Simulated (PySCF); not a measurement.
Worked example: oscillator strength and radiative lifetime

C3H5ClOSi, SMILES Cl[Si@@H]1CC=CO1.

Coordinates come from a B3LYP-D3(BJ)/def2-SVP optimisation. The structure was generated by enumeration; whether it is a known compound was not checked. Other conformers were not sampled.

TDA-B3LYP/def2-SVPD in PySCF puts the first singlet state with f over 0.02 at 6.01 eV (vertical), with the transition dipole (0.326, 0.311, -0.091) in atomic units.

Problem. Find the oscillator strength, the wavelength and the radiative lifetime that this transition would have in vacuum if emission retraced absorption.

Solution. 
|μ|² = 0.2113 au, so |μ| = 1.17 D. ΔE = 6.01/27.211 = 0.2209 hartree. f = (2/3) ΔE |μ|² = 0.031 (the program prints 0.031).
λ = 1239.84/6.01 = 206 nm; ν = 48474 cm⁻¹.
Einstein's coefficient A = 0.6670 ν² f s⁻¹ (ν in cm⁻¹) = 4.9e7 s⁻¹, so τ = 1/A = 21 ns. This state is S2; the lower singlet has f = 0.010. The figure is the radiative limit of this one transition; relaxation, internal conversion, crossing to triplets and a medium change what is measured.
